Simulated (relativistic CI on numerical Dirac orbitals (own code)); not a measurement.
Method of calculation: Dirac-Coulomb-Breit CI, KLI orbitals optimised for each configuration, a model potential for QED, unscaled Slater integrals (own radial code, finite nucleus).

Configuration list (outside the closed core 1s2): 2s²2p, 2s2p², 2p³, 2p²3s, 2p²3p, 2p²3d, 2s²3s, 2s²3p, 2s²3d, 2s2p3s, 2s2p3p, 2s2p3d, 2s²4s, 2s²4p, 2s²4d, 2s²4f, 2s2p4s, 2s2p4p, 2s2p4d, 2s2p4f, 2s²5s, 2s²5p, 2s²5d, 2s²5f, 2s²5g, 2s3s², 2s3s3p, 2s3s3d, 2s3p², 2s2p5s, 2s3p3d, 2s2p5p, 2s2p5d, 2s2p5f, 2p3s², 2s2p5g. Levels of other configurations are missing.

At this charge energies of transitions that change n are usually good to better than 1 %, and those within a shell (Δn = 0) to a few per cent.

Outline of the computed level scheme of Br XXXI. Lowest level of each configuration: 2s²2p ²P°1/2 at 0.00 eV; 2s2p² ⁴P1/2 at 82.44 eV; 2p³ ⁴S°3/2 at 265.60 eV; 2s²3s ²S1/2 at 1970.50 eV; 2s²3p ²P°1/2 at 2002.95 eV; 2s2p3s ⁴P°1/2 at 2034.20 eV; 2s²3d ²D3/2 at 2046.89 eV; 2s2p3p ⁴D1/2 at 2062.14 eV; 2s2p3d ⁴F°3/2 at 2103.42 eV.

Some strong electric-dipole decays among the lowest 45 levels: 2s2p3d ⁴D°1/2 → 2s2p² ⁴P1/2 (1.0e+14 s⁻¹); 2s²3d ²D5/2 → 2s²2p ²P°3/2 (6.9e+13 s⁻¹); 2s2p3d ⁴D°3/2 → 2s2p² ⁴P1/2 (6.4e+13 s⁻¹); 2s²3d ²D3/2 → 2s²2p ²P°1/2 (6.3e+13 s⁻¹); 2s2p3d ²F°5/2 → 2s2p² ²D3/2 (4.9e+13 s⁻¹); 2s2p3d ⁴F°7/2 → 2s2p² ⁴P5/2 (4.4e+13 s⁻¹); 2s2p3d ⁴P°5/2 → 2s2p² ⁴P3/2 (4.0e+13 s⁻¹); 2s2p3d ²D°3/2 → 2s2p² ²P1/2 (3.8e+13 s⁻¹).

LS names give the leading component of a level, which can be under half, so a name can repeat, a term be missing and a line seem to break the LS rules.
